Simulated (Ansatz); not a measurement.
Program: Ansatz. Geometries: PBE0-D4/def2-TZVP. ΔE: electronic, gas phase. CCSD(T)/CBS is the MP2 limit (def2-TZVPP, def2-QZVPP) plus CCSD(T) − MP2 in def2-TZVPP, frozen cores. This one scheme is used for every species. DFT in def2-TZVPP. B3LYP here is the variant with VWN-RPA as its local correlation; programs differ in this. HSE06 is defined as in plane-wave codes. For Ge outer-core shells are correlated without core-valence functions, which leaves a few kJ/mol of doubt a bond. Scalar relativity is left out up to krypton. One conformer a species, not always the lowest.

Reaction (hydrogenolysis of the Si–Ge bond): `CO[SiH](Cl)[GeH3]` + H₂ → `CO[SiH2]Cl` + GeH₄

`CO[SiH](Cl)[GeH3]`:

Cartesian coordinates in Å:
```
C -1.120 -1.618 0.647
O -1.164 -0.214 0.784
Si 0.171 0.732 0.765
Cl -0.399 2.553 1.510
Ge 1.025 1.045 -1.436
H -0.844 -1.912 -0.372
H -2.116 -2.008 0.862
H -0.409 -2.070 1.348
H 1.199 0.166 1.681
H 1.341 -0.316 -2.084
H 2.322 1.868 -1.393
H -0.006 1.775 -2.311
```

H₂:

```xyz
2

H    -0.351   -0.117   -0.048
H     0.351    0.117    0.048
```

`CO[SiH2]Cl`:

Z-matrix (Å, degrees):
```
C
O 1 1.412
H 1 1.090 2 108.0
H 1 1.094 2 110.9 3 -119.3
H 1 1.096 2 111.5 3 119.3
Si 2 1.626 1 124.4 3 -170.8
Cl 6 2.057 2 111.0 1 -62.5
H 6 1.474 2 106.8 1 179.2
H 6 1.483 2 111.2 1 55.3
```

GeH₄:

Cartesian coordinates in Å:
```
Ge 0.000 0.000 0.000
H 1.236 -0.130 0.900
H 0.042 1.346 -0.735
H -1.269 -0.073 0.860
H -0.009 -1.142 -1.024
```

Is it downhill or uphill in electronic energy at CCSD(T)/CBS, and by how much? (An estimate is asked.)

The calculation gave: Downhill: ΔE = -16.3 kJ/mol.

What do these levels give: B3LYP-D4, r2SCANh-D4, BHLYP-D4, HSE06, HF/def2-SVP, CCSD/def2-SVP? (Estimate.)

The calculation gave: B3LYP-D4 -16.5, r2SCANh-D4 -14.5, BHLYP-D4 -23.5, HSE06 -18.5, HF/def2-SVP -58.6, CCSD/def2-SVP -39.5 kJ/mol.

Largest T1 diagnostic among the species: 0.012.

The D4 term adds +11.8 kJ/mol with B3LYP and +6.8 kJ/mol with PBE0; it sums over pairs of atoms, weighted by their polarisabilities, and B3LYP, whose exchange is more repulsive, gets the larger term. From PBE to PBE0 (25 % exact exchange), in def2-TZVPP and without D4, ΔE moves by −5.9 kJ/mol.
